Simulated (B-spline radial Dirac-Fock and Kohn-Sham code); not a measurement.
Method: Dirac-Fock energy differences between relaxed states, corrected for Breit and QED terms. Computed with a radial finite-basis atomic code. Electron correlation is not included.

**Question.** Identify the element and charge state from the binding energies below (tabulated ground configuration; the least bound level is included).

```
level  binding energy (eV)
    K              81451.6
   L1              19586.8
 L2,3              18175.7
```

**Answer.** Os⁶⁹⁺: Z = 76 with 7 electrons, [He] 2s2 2p3. The hydrogen-like estimate √(E/Ry) = 77.4 for the K level lies 1.4 above Z (screening lowers it, relativity raises it); the outermost level, at 18175.7 eV, fixes the charge.

**Question.** An atom or ion in its tabulated ground configuration has these computed binding energies (the last is its least bound level). Which is it?

| level | binding energy (eV) |
| --- | --- |
| 1s | 72277.6 |
| 2p1/2 | 12562.5 |
| 3s | 3540.2 |
| 3p3/2 | 2972.2 |
| 4p3/2 | 1010.2 |
| 4d3/2 | 831.1 |
| 4f | 594.6 |

**Answer.** Re²¹⁺: Z = 75 with 54 electrons, [Kr] 4d10 4f8. The hydrogen-like estimate √(E/Ry) = 72.9 for the K level lies 2.1 below Z (screening lowers it, relativity raises it); the outermost level, at 594.6 eV, fixes the charge.

**Question.** An atom or ion in its tabulated ground configuration has these computed binding energies (the last is its least bound level). Which is it?

| level | binding energy (eV) |
| --- | --- |
| 1s | 74796.7 |
| 2s | 13909.1 |
| 2p3/2 | 11806.4 |
| 3s | 3991.1 |
| 3d5/2 | 2894.1 |
| 4s | 1517.4 |
| 4f | 891.1 |

**Answer.** Os²⁷⁺: Z = 76 with 49 electrons, [Kr] 4d10 4f3. The hydrogen-like estimate √(E/Ry) = 74.1 for the K level lies 1.9 below Z (screening lowers it, relativity raises it); the outermost level, at 891.1 eV, fixes the charge.
